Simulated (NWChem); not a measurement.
System: CH3F3Si; SMILES F[SiH2]C(F)F

Input file for NWChem:

```
start job
memory heap 200 mb stack 900 mb global 1100 mb
geometry units angstroms noautoz
  F     -0.977508    -1.614556     0.000000
  Si     0.511761    -0.975719     0.000000
  C      0.369513     0.933252     0.000000
  F     -0.305615     1.352346    -1.100994
  F     -0.305615     1.352346     1.100994
  H      1.221043    -1.402304     1.234694
  H      1.221043    -1.402304    -1.234694
  H      1.357960     1.435749     0.000000
end
basis spherical
  F library def2-svp
  Si library def2-svp
  C library def2-svp
  H library def2-svp
end
dft
  xc xpbe96 cpbe96
  iterations 150
  mulliken
end
task dft energy
```

Structure relaxed at the PBE0/def2-SVP level.

Q: Give the results of this calculation. (PBE/def2-SVP.) Quantities: energy (Ha); highest occupied level (eV); orbital gap (eV); dipole (D).

A: 
```yaml
energy (Ha): -628.12
highest occupied level (eV): -6.97
orbital gap (eV): 6.15
dipole (D): 2.33
```
